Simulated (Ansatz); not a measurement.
Relaxation of FH₁₀N₄OTa (17 atoms, charge 0, multiplicity 1), to a largest force component of 0.03 eV/Å in at most 50 steps.

The calculation used Ansatz 0.2.0, RHF/def2-SVP.

```xyz
17
Properties=species:S:1:pos:R:3
Ta -0.480 -0.429 0.269
F 2.437 0.661 -0.093
N -0.299 -0.006 2.255
H 0.284 -0.483 2.917
H -0.632 0.844 2.673
N 0.074 -0.550 -1.661
H -0.454 -1.067 -2.344
H 0.884 -0.143 -2.092
N -0.803 1.550 0.134
H -0.621 2.241 0.837
H -0.970 1.994 -0.750
O -2.132 -1.330 0.087
H -2.907 -1.520 0.590
N 1.049 -1.817 0.790
H 1.306 -2.538 0.140
H 1.231 -2.132 1.725
H 2.492 -0.172 0.277
```

**Question.** Where does it end, and by what steps?

**Answer.** It did not converge within its limit. The force dipped under the threshold on the way, but the program's further checks kept it going. After 49 steps the energy has fallen by 0.478 eV; H5 moved furthest, 2.47 Å.

```json
{"step": "0", "energy less start (eV)": "0.0000", "largest force component (eV/Å)": "0.900", "accepted": "yes"}
{"step": "2", "energy less start (eV)": "-0.1610", "largest force component (eV/Å)": "0.275", "accepted": "yes"}
{"step": "4", "energy less start (eV)": "-0.1880", "largest force component (eV/Å)": "0.281", "accepted": "yes"}
{"step": "6", "energy less start (eV)": "-0.2079", "largest force component (eV/Å)": "0.340", "accepted": "yes"}
{"step": "8", "energy less start (eV)": "-0.2216", "largest force component (eV/Å)": "0.127", "accepted": "yes"}
{"step": "10", "energy less start (eV)": "-0.2257", "largest force component (eV/Å)": "0.057", "accepted": "yes"}
{"step": "12", "energy less start (eV)": "-0.2284", "largest force component (eV/Å)": "0.165", "accepted": "yes"}
{"step": "14", "energy less start (eV)": "-0.2321", "largest force component (eV/Å)": "0.127", "accepted": "yes"}
{"step": "16", "energy less start (eV)": "-0.2334", "largest force component (eV/Å)": "0.099", "accepted": "yes"}
{"step": "18", "energy less start (eV)": "-0.2343", "largest force component (eV/Å)": "0.046", "accepted": "yes"}
{"step": "20", "energy less start (eV)": "-0.2346", "largest force component (eV/Å)": "0.014", "accepted": "yes"}
{"step": "22", "energy less start (eV)": "-0.2356", "largest force component (eV/Å)": "0.111", "accepted": "yes"}
{"step": "24", "energy less start (eV)": "-0.2367", "largest force component (eV/Å)": "0.311", "accepted": "yes"}
{"step": "26", "energy less start (eV)": "-0.2409", "largest force component (eV/Å)": "0.174", "accepted": "yes"}
{"step": "28", "energy less start (eV)": "-0.2710", "largest force component (eV/Å)": "0.249", "accepted": "yes"}
{"step": "30", "energy less start (eV)": "-0.2859", "largest force component (eV/Å)": "0.287", "accepted": "yes"}
{"step": "32", "energy less start (eV)": "-0.3198", "largest force component (eV/Å)": "0.434", "accepted": "yes"}
{"step": "34", "energy less start (eV)": "-0.3459", "largest force component (eV/Å)": "0.644", "accepted": "yes"}
{"step": "36", "energy less start (eV)": "-0.3949", "largest force component (eV/Å)": "0.288", "accepted": "yes"}
{"step": "38", "energy less start (eV)": "-0.4219", "largest force component (eV/Å)": "0.192", "accepted": "yes"}
{"step": "40", "energy less start (eV)": "-0.4341", "largest force component (eV/Å)": "0.219", "accepted": "yes"}
{"step": "42", "energy less start (eV)": "-0.4393", "largest force component (eV/Å)": "0.336", "accepted": "yes"}
{"step": "44", "energy less start (eV)": "-0.4427", "largest force component (eV/Å)": "0.338", "accepted": "yes"}
{"step": "46", "energy less start (eV)": "-0.4624", "largest force component (eV/Å)": "0.163", "accepted": "yes"}
{"step": "48", "energy less start (eV)": "-0.4503", "largest force component (eV/Å)": "1.026", "accepted": "no"}
{"step": "49", "energy less start (eV)": "-0.4784", "largest force component (eV/Å)": "0.087", "accepted": "yes"}
```

```xyz
17
Properties=species:S:1:pos:R:3
Ta -0.528 -0.264 0.440
F 2.726 0.061 -1.540
N -0.919 -1.124 2.218
H -0.228 -1.433 2.875
H -1.841 -1.311 2.563
N -0.187 -1.388 -1.173
H -0.905 -1.817 -1.725
H 0.711 -1.474 -1.615
N -0.200 1.706 0.393
H -0.906 2.405 0.540
H 0.672 2.139 0.145
O -2.399 -0.177 0.118
H -3.325 -0.308 0.025
N 1.519 -0.497 0.821
H 1.932 -1.415 0.867
H 1.977 0.081 1.506
H 2.356 -0.081 -0.702
```

Run time: 2.1 min on 4 threads of Arm Neoverse V2, on a shared host, peak memory 0.54 GiB.
